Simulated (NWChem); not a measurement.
System: CBr$_{3}$, doublet; SMILES Br[C](Br)Br

All runs: NWChem. Pople sets run with spherical d functions. Spin-unrestricted. In the optimisation the excess spin sits in a (C3, its own frame). All runs use the structure optimised with PBE0/def2-SVP, spin-unrestricted. No frequency run checked for a minimum. No stability test was run on the SCF state. Level: PBE0/6-31G* with COSMO at NWChem's default radii, gas-phase geometry; rows give the dielectric constant. Reactions with the solvent are ignored.

```csv
dielectric constant,electrostatic solvation energy (kcal/mol),dipole in solution (D)
2.4,-0.7,0.26
4.8,-1.0,0.27
11.7,-1.2,0.28
20.7,-1.2,0.28
25.0,-1.2,0.28
```
